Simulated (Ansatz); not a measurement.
## singlet BeO: levels of theory in one basis

```xyz
2

Be    0.0000    0.0000    0.0000
O     0.0000    0.0000    1.3300
```

Basis set: def2-SVP (spherical functions). Correlated methods keep 1 orbital frozen. Charge 0, multiplicity 1.

Computed with Ansatz (development build ahead of 0.2.0); each method stands on the lowest determinant of its kind that the runs found.

```json
{"method": "RHF", "E − E(RHF) (eV)": "0.00", "<S²> of the determinant": "0.00"}
{"method": "UHF", "E − E(RHF) (eV)": "-0.69", "<S²> of the determinant": "1.01"}
{"method": "UHF-MP2", "E − E(RHF) (eV)": "-4.82", "<S²> of the determinant": "1.01"}
```

Task: What does RHF-MP2 give on the same scale?

Result: -6.48 eV.

Task: Is a single determinant a sound starting point here?

Result: It is doubtful. Unrestricted orbitals lower Hartree–Fock by 0.69 eV and <S²> is 1.01 where a pure state has 0.00, a sign of strong static correlation.

Caution for RHF, RHF-MP2: an unrestricted determinant lies well below. Caution for UHF, UHF-MP2: the unrestricted determinant is a mixture of spin states.
